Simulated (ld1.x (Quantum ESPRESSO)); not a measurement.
# Varying the ultrasoft potential for I (Z = 53)

Base potential:

| Property | Result |
| --- | --- |
| Element | iodine |
| Generator | ld1.x (Quantum ESPRESSO) 7.5 |
| Type | ultrasoft |
| Functional | PBE |
| Relativity | scalar-relativistic |
| Frozen core | [Kr] |
| Valence charge | 17 |
| Reference configuration | 4d10 5s1.5 5p5.5 |
| Partial waves | 5s (bound): rcut 1.20, rcutus 1.60 bohr; 5s channel at -0.85 Ry: rcut 1.20, rcutus 1.60 bohr; 5p (bound): rcut 1.80, rcutus 2.25 bohr; 5p channel at 0.8 Ry: rcut 1.80, rcutus 2.25 bohr; 4d (bound): rcut 0.85, rcutus 0.95 bohr; 4d channel at -3 Ry: rcut 0.85, rcutus 0.95 bohr |
| Local potential | all-electron potential smoothed inside 1.55 bohr (lloc = -1) |
| Core correction | none |
| Augmentation charge | PSQ, radius 0.70 bohr |

All-electron outer shells of the reference configuration (PBE, scalar-relativistic, ld1.x):

```csv
shell,level (eV),outermost node (bohr),outermost maximum (bohr)
4s,-181.29,0.37,0.68
4p,-128.26,0.37,0.72
4d,-50.94,0.35,0.78
5s,-17.77,0.88,1.70
5p,-7.36,0.96,2.02
```

Cutoffs, loose and tight: the cutoffs (Ry, on a coarse ladder) from which the occupation-weighted sum of valence levels, in a spherical-Bessel basis at the reference potential, stays within 10 and 1 mRy of its value at 400 Ry. They do not see the model core or the augmentation charge, which bear on the density cutoff. Test errors are all-electron minus pseudo excitation energies from the reference, over the configurations 4d10 5s2 5p5; 4d10 5s2 5p4; 4d10 5s2 5p3; 4d9 5s2 5p5; 4d10 5s1 5p5; 4d10 5s2 5p2; 4d10 5s2 5p4.5. A dash means not determined; rows that change the core or the reference have their own tests. The largest error is taken over the tests solved by every variant that gives reliable tests at all: 4d10 5s2 5p3; 4d10 5s2 5p4; 4d10 5s2 5p5.

A true bound ghost makes a file unfit for plane-wave use even where its test errors are small: the radial tests pick states by their node count and pass the ghost by.

| change | outcome | cutoff, loose | cutoff, tight | bound ghosts | largest test error (meV) |
| --- | --- | --- | --- | --- | --- |
| base | generated | 160 Ry | 300 Ry | s | -4.3 |
| local potential all-electron potential smoothed inside 0.86 bohr (lloc = -1) | generated | 160 Ry | 300 Ry | p, s | +3.5 |
| local potential all-electron potential smoothed inside 1.14 bohr (lloc = -1) | generated | 160 Ry | 300 Ry | s, p | -4.2 |
| local potential all-electron potential smoothed inside 1.30 bohr (lloc = -1) | generated | 160 Ry | 230 Ry | s | -19 |
| local potential all-electron potential smoothed inside 1.42 bohr (lloc = -1) | generated | 160 Ry | 300 Ry | s | -4.1 |
| local potential all-electron potential smoothed inside 1.62 bohr (lloc = -1) | generated | 160 Ry | 300 Ry | s | -4.5 |
| local potential all-electron potential smoothed inside 1.86 bohr (lloc = -1) | generated | 160 Ry | 300 Ry | s | -5.1 |
| local potential all-electron potential smoothed inside 2.04 bohr (lloc = -1) | generated | 160 Ry | 300 Ry | s | -5.0 |
| local potential all-electron potential smoothed inside 2.18 bohr (lloc = -1) | generated | 160 Ry | 300 Ry | s | -4.5 |
| local potential all-electron potential smoothed inside 2.36 bohr (lloc = -1) | generated | 160 Ry | 300 Ry | s | -4.2 |
| local potential all-electron potential smoothed inside 2.62 bohr (lloc = -1) | generated | 160 Ry | 300 Ry | none | -4.0 |

Reading the sweep of the rcloc (base included, trends over the rows without a ghost): Bound ghosts are found at 0.86, 1.14, 1.3, 1.42, 1.55, 1.62, 1.86, 2.04, 2.18, 2.36 bohr.
